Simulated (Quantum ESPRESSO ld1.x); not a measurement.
Numerical settings for the europium ion Eu+, [Xe] 4f7 6s1. Method: Dirac Kohn-Sham, PBE, spin-unpolarised, spherical densities, point nucleus; open shells fill j = l - 1/2 first; computed with ld1.x of Quantum ESPRESSO 7.5. With the defaults (dx = 0.008, xmin = -8.0, rmax = 100, beta = 0.2, tr2 = 1e-14) the mesh has 2095 points, the cycle takes 31 iterations, E = -10852.007539 hartree and the 4f7/2 eigenvalue is -0.31020 hartree. The mesh is r = exp(xmin + i dx)/Z up to rmax; beta is the mixing and tr2 the threshold. One setting is changed at a time.

change,mesh points,iterations,change of E (mhartree),change of e(4f7/2) (mhartree)
dx = 0.005,3351,30,+1.139,-0.002
dx = 0.0125,1341,29,-2.697,+0.006
xmin = -9,2219,37,+0.004,0.000
xmin = -6,1845,37,-0.928,0.000
rmax = 30,1945,31,-0.002,0.000
rmax = 150,2145,31,0.000,0.000
beta = 1,2095,16,+0.001,0.000
beta = 0.8,2095,15,-0.001,0.000
tr2 = 1e-10,2095,23,+0.064,+0.002
tr2 = 1e-06,2095,15,-6.455,-0.130
